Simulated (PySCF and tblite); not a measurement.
Results of a calculation; reference values are marked as such.
C6H12O, numbered as in [CH3:1][CH:2]1[CH2:3][CH2:4][O:5][CH2:6][CH2:7]1.

Conformers came from 60 starts (ETKDG and KDG, MMFF94s, GFN2-xTB); geometries are GFN2-xTB. Energies: PBE0-D3(BJ)/def2-SVP (IEF-PCM, tetrahydrofuran), with GFN2-xTB thermal terms (modes under about 100 cm⁻¹ blended into free rotors). Symmetry numbers and mirror images are counted. Conformers within 2.5 kcal/mol (GFN2-xTB free energy) were kept, 5 at most. Of two unlike H on one atom, a is the less shielded (B97-2/pcSseg-1 (IEF-PCM, tetrahydrofuran)). Codes: tblite and PySCF.

An NOE distance is ⟨r⁻⁶⟩^(−1/6) over all pairs of like atoms and, for the average, over conformers.

The 6-ring runs over atoms 2–3–4–5–6–7.

| conformer | shape | weight % |
| --- | --- | --- |
| 1 | 6-ring chair (all substituents equatorial) | 95.8 |
| 2 | 6-ring chair (C1 axial) | 4.2 |

(1) Which H–H contacts under 3.5 Å would NOEs report (pairs on one atom left out) at 298.15 K?

Answers

(1) 
```tsv
pair	in 1 (Å)	in 2 (Å)	average (Å)
H2 ··· H3a/H7a	2.47	2.39	2.47
H2 ··· H4b/H6b	2.56	4.28	2.58
H1 ··· H2	2.60	2.57	2.60
H3b/H7b ··· H4a/H6a	2.75	2.75	2.75
H3a/H7a ··· H4b/H6b	2.75	2.72	2.75
H3a/H7a ··· H4a/H6a	2.82	3.32	2.83
H1 ··· H3b/H7b	2.88	2.84	2.88
H1 ··· H3a/H7a	2.95	3.90	2.96
H2 ··· H3b/H7b	3.05	2.56	3.01
H3b/H7b ··· H4b/H6b	3.32	2.82	3.28
```

Longer pairs under the limit may be missing.
